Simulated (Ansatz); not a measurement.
CH3BO3S, SMILES `O=COB(O)S`, relaxed with RKS PBE0-D4/def2-TZVP in Ansatz 0.2.0 from a PBE-D4/def2-SVP geometry. The force threshold is 0.005 eV/Å; the program also tests the step.

Total charge 0; spin multiplicity 1.

Start:

```xyz
9

O    -0.651    0.998   -1.726
C     0.413    0.415   -1.614
O     0.846   -0.228   -0.517
B     0.062   -0.293    0.679
O    -1.152    0.287    0.787
S     0.858   -1.224    2.022
H     1.168    0.348   -2.435
H    -1.363    0.728   -0.077
H    -0.181   -1.031    2.881
```

Problem. By how much does the energy fall, and how many steps does the optimiser take? (Estimate.)

Solution. Computed: 4.56 kJ/mol, in 7 steps.

Problem. Which bonds change most? (Estimate.)

Solution. The calculation gave: O5–H8 from 0.993 to 0.973 Å; C2–H7 from 1.117 to 1.098 Å; O3–B4 from 1.433 to 1.413 Å; S6–H9 from 1.361 to 1.342 Å.

Problem. Give the relaxed structure. (Estimate.)

Solution. Computed: 
```xyz
9

O    -0.621    0.995   -1.745
C     0.420    0.412   -1.613
O     0.828   -0.223   -0.516
B     0.057   -0.288    0.667
O    -1.151    0.281    0.790
S     0.852   -1.212    2.001
H     1.175    0.335   -2.407
H    -1.397    0.729   -0.037
H    -0.163   -1.028    2.860
```
